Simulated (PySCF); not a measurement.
From one molecule to another.

First species: C₄H₉ClO₃Si.
SMILES: `ClC[C@@H](OC(C)=O)O[SiH3]`

Second species: C3H9N.
SMILES: `C(NC)C`

Levels: PBE0/pcSseg-1 for dipole moment, HOMO energy, LUMO energy and HOMO–LUMO gap; GFN2-xTB for rotational constant A and rotational constant C. Geometries: GFN2-xTB. All species are isolated and taken at one optimised geometry, non-relativistic unless stated; the electronic structure was computed with PySCF and density fitting.

Dipoles, sizes and rotational constants follow the conformer. The torsions of the flexible species, by atom-mapped SMILES:
- `[CH3:1][C:2](=[O:3])[O:4][C@H:5]([CH2:6][Cl:7])[O:8][SiH3:9]`: C1–C2–O4–C5 -177°, C2–O4–C5–C6 -164°, O4–C5–C6–Cl7 170°, O4–C5–O8–Si9 -117°
- `[CH3:1][CH2:2][NH:3][CH3:4]`: C1–C2–N3–C4 178°

Question: Which of the two has the higher HOMO energy, and by how much?

Answer: The second: -6.28 eV against -8.31 eV, a difference of 2.03 eV.

Question: Which has the higher rotational constant A?

Answer: The second: 26.253 GHz against 1.562 GHz, a difference of 24.691 GHz.

Question: Which has the higher dipole moment?

Answer: The first: 2.36 D against 0.98 D, a difference of 1.38 D.

Question: Which has the higher HOMO–LUMO gap?

Answer: The first: 8.24 eV against 7.84 eV, a difference of 0.40 eV.

Question: Which of the two has the higher LUMO energy, and by how much?

Answer: The second: 1.56 eV against -0.07 eV, a difference of 1.63 eV.

Question: Which of the two has the higher rotational constant C, and by how much?

Answer: The second: 3.710 GHz against 0.549 GHz, a difference of 3.161 GHz.

On the first: The dipole matches unit charges of opposite sign 0.49 Å apart (1 e·Å = 4.8032 D).

On the second: In atomic units the dipole is 0.39 e·bohr (1 au = 2.5417 D).
